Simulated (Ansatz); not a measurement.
The cluster Mg₂Si₂. Total charge 0; triplet. Geometry r2SCAN-D4/def2-TZVPD, that of the charge -1 doublet.

```xyz
4

Mg    0.705   -0.187    2.220
Mg   -0.708    0.187   -2.229
Si    0.328    1.104   -0.006
Si   -0.325   -1.105    0.015
```

The order of the spin states hangs on the level: the singlet lies 0.10 eV below the triplet at PBE-D4/def2-TZVPD, but 0.22 eV above it at r2SCAN-D4/def2-TZVPD. The structure comes from a short search, and lower isomers may exist.

**Question.** Estimate the α-spin orbital energies around the gap (eV) in Ansatz with PBE-D4/def2-TZVPD, r2SCAN-D4/def2-TZVPD, PBE0-D4/def2-TZVPD.

**Answer.** 
| orbital | PBE-D4/def2-TZVPD | r2SCAN-D4/def2-TZVPD | PBE0-D4/def2-TZVPD |
| --- | --- | --- | --- |
| HOMO−5 | -8.72 | -8.73 | -9.81 |
| HOMO−4 | -7.25 | -7.48 | -8.27 |
| HOMO−3 | -4.86 | -5.14 | -5.52 |
| HOMO−2 | -4.84 | -4.86 | -5.44 |
| HOMO−1 | -4.53 | -4.36 | -5.06 |
| HOMO | -3.98 | -4.08 | -4.63 |
| LUMO | -3.50 | -3.71 | -3.20 |
| LUMO+1 | -2.09 | -1.78 | -1.32 |
| LUMO+2 | -1.83 | -1.77 | -1.22 |
| LUMO+3 | -1.15 | -1.05 | -0.70 |
| LUMO+4 | -0.86 | -0.66 | -0.33 |
| LUMO+5 | -0.32 | 0.16 | 0.10 |
| β HOMO | -4.33 | -4.25 | -4.94 |
| β LUMO | -3.92 | -3.33 | -3.26 |
